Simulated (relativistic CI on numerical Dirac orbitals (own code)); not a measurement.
Calculated levels, Eu⁴¹⁺

Method of calculation: Dirac-Coulomb-Breit CI, KLI orbitals optimised for each configuration, model QED (radiative potential, 1s self-energy scaled to tabulated hydrogen-like ionisation energies), unscaled Slater integrals (own radial code, finite nucleus).

Configuration list (outside the closed core [Ne]): 3s2 3p6 3d4, 3s2 3p5 3d5, 3s 3p6 3d5, 3s2 3p6 3d3 4s, 3s2 3p6 3d3 4p, 3s2 3p6 3d3 4d, 3s2 3p5 3d4 4s, 3s2 3p6 3d3 4f, 3s2 3p5 3d4 4p, 3s 3p6 3d4 4s, 3p6 3d5 4p, 3s 3p6 3d4 4p, 3s2 3p6 3d2 4s 4p, 3s2 3p6 3d3 5s, 3s2 3p6 3d3 5p, 3s 3p6 3d4 4d, 3s2 3p6 3d3 5d, 3s2 3p6 3d3 5g, 3s2 3p6 3d3 6s, 3p6 3d6, 3p5 3d7, 3p5 3d6 4s, 3p6 3d5 4s, 3p5 3d5 4s2, 3s2 3p6 3d2 4s2, 3s2 3p6 3d 4s2 4p, 3s2 3p6 3d 4s2 4d, 3s2 3p6 3d2 4p2, 3s2 3p6 3d 4s 4p2, 3s2 3p6 3d 4p3, 3s2 3p6 3d 4p2 4d, 3s2 3p5 3d2 4s 4p2, 3s2 3p6 3d2 4s 4d, 3s2 3p6 3d 4s 4p 4d, 3s2 3p6 3d 4s 4d2, 3s2 3p5 3d2 4s2 4d, 3s 3p6 3d3 4s2, 3s 3p6 3d2 4s2 4p, 3s 3p6 3d2 4s2 4d. Double excitations out of closed p, d and f shells are left out; levels of such configurations are missing from the list, as are those of other unlisted configurations, and high levels can miss mixing partners. These lack a partner that the ground configuration has and come out too high: 3s2 3p5 3d4 4p.

The lowest level is 3s2 3p6 3d4 3P_0, with 57 % of that term; Hund's rules for 3s2 3p6 3d4 give 5D with J = 0, of which the calculation keeps J, while another term leads.

```
No.  Configuration  Term  J  E (cm⁻¹)   %  Landé g
  1    3s2 3p6 3d4    3P  0         0  57         
  2    3s2 3p6 3d4    5D  1    208821  64    1.493
  3    3s2 3p6 3d4    3F  4    292304  30    1.091
  4    3s2 3p6 3d4    5D  2    294550  53    1.285
  5    3s2 3p6 3d4    5D  3    322431  32    1.188
  6    3s2 3p6 3d4    5D  0    481342  63         
  7    3s2 3p6 3d4    5D  4    498181  41    1.153
  8    3s2 3p6 3d4    5D  2    500361  36    1.144
  9    3s2 3p6 3d4    5D  3    514179  44    1.117
 10    3s2 3p6 3d4    3H  5    541796  69    1.078
 11    3s2 3p6 3d4    3H  6    561476  52    1.079
 12    3s2 3p6 3d4    3P  1    567548  47    1.151
 13    3s2 3p6 3d4    3G  4    596669  59    1.028
 14    3s2 3p6 3d4    3F  3    601796  43    1.107
 15    3s2 3p6 3d4    3D  2    609168  37    1.105
 16    3s2 3p6 3d4    3F  2    693323  44    1.002
 17    3s2 3p6 3d4    3F  4    715809  58    1.220
 18    3s2 3p6 3d4    3F  3    788277  46    1.147
 19    3s2 3p6 3d4    1G  4    790850  31    1.112
 20    3s2 3p6 3d4    3P  2    801278  47    1.224
 21    3s2 3p6 3d4    3G  5    822490  69    1.140
 22    3s2 3p6 3d4    3D  1    823990  60    0.894
 23    3s2 3p6 3d4    1I  6    828853  52    1.072
 24    3s2 3p6 3d4    3P  0    857488  58         
 25    3s2 3p6 3d4    3F  2    886580  52    1.038
 26    3s2 3p6 3d4    1F  3    898047  38    1.088
 27    3s2 3p6 3d4    1S  0    986894  68         
 28    3s2 3p6 3d4    3F  3    996206  67    1.058
 29    3s2 3p6 3d4    3P  1   1001873  92    1.433
 30    3s2 3p6 3d4    1G  4   1005858  73    1.037
```

Energies count from the lowest computed level.

The mean weight of the leading LS term, summed over parents, in these 30 levels is 53 %, and that of the leading jj configuration (from the same eigenvectors) 89 %, so jj coupling describes them better and the LS labels are nominal.

At this charge energies of transitions that change n are usually good to better than 1 %, and those within a shell (Δn = 0) to a few per cent.

LS names give the leading component of a level, which can be under half, so a name can repeat, a term be missing and a line seem to break the LS rules.
